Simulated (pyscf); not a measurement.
PySCF, gas phase, ωB97X-D3(BJ)/def2-SVP geometries.

### Question
What is the homolytic dissociation enthalpy (298 K, ωB97M-D3(BJ)/def2-TZVP) of the O–Si bond of H₃C–CH₂–O–SiH₂–O–SiH₃, to H₃C–CH₂–O–SiH₂• + •O–SiH₃?

### Answer
O–Si to H₃C–CH₂–O–SiH₂• + •O–SiH₃: 560.7 kJ/mol. The 7 functionals that were run give +512.4 (PBE) to +568.4 kJ/mol (M06-2X). H₃C–CH₂–O–SiH₂• lies 127.6 kJ/mol over its isomer H₃C–Si•(CH₃)–OH, and others may lie lower still (electronic energy, ωB97M-D3(BJ)). •O–SiH₃ lies 104.0 kJ/mol over its isomer HO–SiH₂•, and others may lie lower still (electronic energy, ωB97M-D3(BJ)).
